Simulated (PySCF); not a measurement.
UHF on Ar (argon, neutral)

Configuration: [Ar], closed-shell 1S. All numbers are calculated (PySCF 2.14, the non-relativistic Hamiltonian (point nucleus), in cc-pV(D+d)Z (4s3p2d, 23 functions)).

```json
{"Total energy": "-526.799865 hartree", "One-electron energy": "-728.2762 hartree", "Hartree (Coulomb) energy": "231.6657 hartree", "Exchange energy": "-30.1894 hartree", "Kinetic energy": "526.79976 hartree", "⟨S²⟩": "0.0000", "⟨L²⟩": "0.000", "Sum of ⟨r⟩": "16.04 bohr", "Sum of ⟨r²⟩": "25.80 bohr²", "Density at the nucleus (Gaussians lack the cusp)": "3740 bohr⁻³", "Langevin diamagnetic susceptibility": "-20.4 ×10⁻⁶ cm³/mol", "Time after the integrals": "0.04 s of wall time on 1 thread of Neoverse-V1 (shared host)"}
```

| shell | electrons | mean orbital energy (eV) | rms radius, mean of both spins (bohr) |
| --- | --- | --- | --- |
| 1s | 2 | -3227.4 | 0.0998 |
| 2s | 2 | -335.19 | 0.449 |
| 2p | 6 | -260.31 | 0.418 |
| 3s | 2 | -34.678 | 1.53 |
| 3p | 6 | -16.001 | 1.81 |
